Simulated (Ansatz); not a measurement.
The first iterations of a band of C3H8Si (12 atoms, charge 0, multiplicity 1).

Computed with RKS PBE-D4/def2-SVP in Ansatz 0.2.0.

```json
{"movable images": "7", "climbing image": "yes", "spring": "5.0 eV/Å²", "optimiser": "quadratic models (default)", "start path": "IDPP", "force threshold": "0.03 eV/Å", "iteration limit": "60", "end points": "relaxed"}
```

Initial state:

```xyz
12
Properties=species:S:1:pos:R:3
C -0.254 0.916 -1.082
C 0.107 -0.427 -0.461
C 0.796 -0.358 0.909
Si -1.179 -1.517 0.492
H -0.851 0.783 -2.007
H -0.862 1.527 -0.383
H 0.648 1.507 -1.358
H 0.700 -1.048 -1.163
H 0.737 0.644 1.372
H 0.292 -1.062 1.695
H 1.834 -0.744 0.924
H -1.892 -0.277 1.095
```

Final state:

```xyz
12
Properties=species:S:1:pos:R:3
C 0.037 0.808 -1.194
C -0.031 -0.493 -0.404
C 0.654 -0.468 0.970
Si -1.584 -1.003 0.632
H -0.585 0.752 -2.111
H -0.342 1.659 -0.591
H 1.074 1.052 -1.517
H 0.338 -1.348 -1.005
H -0.039 -0.880 1.819
H 1.522 -1.149 1.066
H 0.909 0.554 1.308
H -1.874 0.460 1.059
```

| iteration | highest image above the first end (eV) | largest band force component (eV/Å) |
| --- | --- | --- |
| 1 | 0.299 | 1.295 |
| 2 | 0.153 | 0.791 |

Question: Does the band converge within its limit, and where does its top end?

Answer: It converged. It ended after 7 iterations with the highest image 0.117 eV above the first end. A vibrational analysis at the climbing image gives one clearly imaginary mode, 148i cm⁻¹: a first-order saddle point.

Time of the run: 73 s on 2 threads of Intel(R) Xeon(R) Platinum 8375C CPU @ 2.90GHz (Ice Lake) (shared host), peak memory 0.16 GiB.
